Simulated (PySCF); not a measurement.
**Correlation energy of F²⁺ (fluorine, charge +2)**

[He] 2s2 2p3, high-spin 4S determinant. Calculation: PySCF 2.14, in def2-TZVP (5s3p2d1f, 31 functions); no relativity, point nucleus. Frozen: 1s2; 5 electrons correlated.

MP2 pair energies summed by pair of shells (mhartree):

```csv
pair,energy,share (%)
2s-2p,-64.60,66.6
2p-2p,-23.02,23.7
2s-2s,-9.43,9.7
```

Total MP2 correlation energy: -97.06 mhartree.

Same-spin part -27.96 and opposite-spin part -69.10 mhartree; SCS-MP2 scales them by 1/3 and 6/5 to -92.23 mhartree.

```
  level  correlation energy (mhartree)
   CCSD                        -111.34
    (T)                          -1.13
CCSD(T)                        -112.47
```

Diagnostics: T1 = 0.0028, D1 = 0.0061, largest double amplitude 0.032.

**Question.** Is a single reference adequate?

**Answer.** Yes: T1 lies below 0.03 and no double amplitude reaches 0.07.
